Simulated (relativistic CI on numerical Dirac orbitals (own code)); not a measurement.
Ru3+ (4d5) in a crystal field

Calculated by Dirac-Coulomb-Breit CI, orbitals from a KLI potential per configuration, a model potential for QED, one configuration in a parametric crystal field, unscaled Slater integrals (own radial code). With so little scaling, terms lie 10 to 35 % too far apart, which can change the order of excited levels.

Field parameters in Wybourne normalisation: D3d B²₀ = −7Dσ, B⁴₀ = −14Dq − 21Dτ, B⁴₃ = −14√(10/7) Dq. The field is a parameter set, without covalency.

S is read from ⟨S²⟩ = S(S + 1).

Levels (cm⁻¹, degeneracy): 0 (2), 1 (2), 3 (2), 15987 (2), 16653 (2), 16783 (2), 16951 (2), 17491 (2), 17562 (2), 20161 (2), 20935 (2), 20962 (2).

(1) Which field gives this pattern?
A. D3d, 10Dq = 41950, Dσ = -630, Dτ = -170 cm⁻¹
B. D3d, 10Dq = 13850, Dσ = -450, Dτ = 80 cm⁻¹
C. D3d, 10Dq = 34600, Dσ = 80, Dτ = -280 cm⁻¹
D. D3d, 10Dq = 12850, Dσ = 920, Dτ = -60 cm⁻¹

Answers

(1) D. D3d, 10Dq = 12850, Dσ = 920, Dτ = -60 cm⁻¹, ground level with S = 2.49.
